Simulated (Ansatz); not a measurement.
`[CH3][Ge]([CH3])([OH])[F]`, 12 atoms. Total charge 0; spin multiplicity 1. Correlated methods include outer-core shells of Ge, which these sets cover unevenly. Scalar relativity is left out up to krypton. Hardware: A = 2 threads of an AMD EPYC 7R13 on a shared host; B = 2 threads of an AMD EPYC 7R13 on a shared host and a share of an NVIDIA H100 80 GB. Correlated methods freeze the cores. Open-shell runs search over several starts.

Problem. Give the basis size and wall time and peak host memory of each of these runs in Ansatz. RKS PBE0-D4/def2-TZVP relaxation (11 steps) [B]; UKS r2SCAN-D4/def2-TZVPP energy of the cation [A]; RKS PBE0-D4/def2-QZVPP energy [B]; UKS PBE0-D4/def2-TZVPP energy of the cation [A]; RKS SPW92 (LDA)/def2-TZVPP energy [A]; RHF-CCSD(T)/def2-TZVPP energy [B]; UHF-MP2/def2-QZVPP energy of the cation [B]; UKS ωB97M-V/def2-TZVPP energy of the cation [A]; RKS ωB97X-V/def2-TZVPP energy [A]; UKS PBE-D4/def2-TZVPP energy of the cation [A]; direct RPA on PBE orbitals/def2-TZVPP energy [A]; RKS ωB97M-V/def2-SVP energy [A]. (Estimate.)

Solution. The calculation gave: Other jobs shared the machine, so times are rough.

```
                                level                        job  functions  wall time  peak host memory (GiB)
           RKS SPW92 (LDA)/def2-TZVPP                 energy [A]        270      1.9 s                    0.39
               RKS PBE0-D4/def2-QZVPP                 energy [B]        527      6.5 s                     1.1
                 RKS ωB97M-V/def2-SVP                 energy [A]        123      7.5 s                    0.44
direct RPA on PBE orbitals/def2-TZVPP                 energy [A]        270        9 s                    0.71
                UKS PBE-D4/def2-TZVPP   energy of the cation [A]        270       11 s                    0.59
               RKS ωB97X-V/def2-TZVPP                 energy [A]        270       13 s                    0.95
                   UHF-MP2/def2-QZVPP   energy of the cation [B]        527       15 s                     1.2
             UKS r2SCAN-D4/def2-TZVPP   energy of the cation [A]        270       20 s                     0.6
               UKS PBE0-D4/def2-TZVPP   energy of the cation [A]        270       21 s                     1.1
               RHF-CCSD(T)/def2-TZVPP                 energy [B]        270       24 s                     1.2
                RKS PBE0-D4/def2-TZVP  relaxation (11 steps) [B]        214       25 s                    0.89
               UKS ωB97M-V/def2-TZVPP   energy of the cation [A]        270       54 s                     1.5
```
